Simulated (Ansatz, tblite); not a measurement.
Removing an electron: In(PH3)H3 (InPH6). Charge 0, multiplicity 1. Geometry: B3LYP-D4/def2-TZVP. Ansatz, gas phase; energy differences of separate SCF runs; the oxidised species was run as a doublet alone.

```xyz
8

In    0.830    0.692    1.215
P    -0.620   -0.523   -0.904
H     0.003   -1.487   -1.722
H    -1.135    0.288   -1.936
H    -1.800   -1.246   -0.633
H     2.110    1.273    0.196
H     1.062   -0.772    2.118
H    -0.450    1.775    1.665
```

In the def2 sets In takes a core potential; there is no spin–orbit coupling. The xTB rows come from tblite. Correlated methods freeze 9 core orbitals; core or outer-core shells of In are correlated, in sets that lack core-valence functions.

| level | −HOMO (eV) | vertical IE (eV) | −LUMO (eV) | HOMO–LUMO gap (eV) |
| --- | --- | --- | --- | --- |
| GFN1-xTB | 11.34 | 14.12 | 5.69 | 5.65 |
| GFN2-xTB | 11.01 | 13.85 | 6.53 | 4.48 |
| HF/def2-TZVPP | – | 9.13 | – | – |
| r2SCAN-D4/def2-TZVP | 6.71 | 9.59 | 0.79 | 5.92 |
| PBE0-D4/def2-TZVP | 7.59 | 9.71 | 0.52 | 7.07 |
| MP2/def2-TZVPP | – | 9.90 | – | – |
| CCSD/def2-TZVPP | – | 9.90 | – | – |
| CCSD(T)/def2-TZVPP | – | 9.89 | – | – |

Relaxing the oxidised species (B3LYP-D4/def2-TZVP) changes its energy by -0.92 eV at PBE0-D4/def2-TZVP, so the adiabatic ionisation energy to this nearest minimum is 8.78 eV. On the way the bond In1–H7 breaks.  Run but left out: PBE-D4/def2-TZVP (charge +1 doublet: an occupied level 0.13 eV above an empty one).  Raw xTB energy differences between charge states are shifted by several eV; the methods need an empirical correction for them.
